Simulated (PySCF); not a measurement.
C2H3ClN2Si, SMILES Cl[SiH]1N=CC=N1. Geometry: PBE0-D3(BJ)/def2-SVP. This is a generated structure with no PubChem entry under its InChIKey; it may be hypothetical.

### Question
Give the equilibrium geometry at PBE0-D3(BJ)/def2-SVP (PySCF confirms it by a frequency run) as Cartesian coordinates in Å, and its point group. (Estimate from the structure and the level; the computed values follow.)

### Answer
point group Cs.
```xyz
9

Cl     2.0224    -0.4007     0.0000
Si     0.2549     0.6299     0.0000
N     -0.7965     0.1162     1.3465
C     -1.8272    -0.3526     0.7638
C     -1.8272    -0.3526    -0.7638
N     -0.7965     0.1162    -1.3465
H      0.5174     2.0863     0.0000
H     -2.6946    -0.7446     1.3224
H     -2.6946    -0.7446    -1.3224
```
Charge 0, spin multiplicity 1.
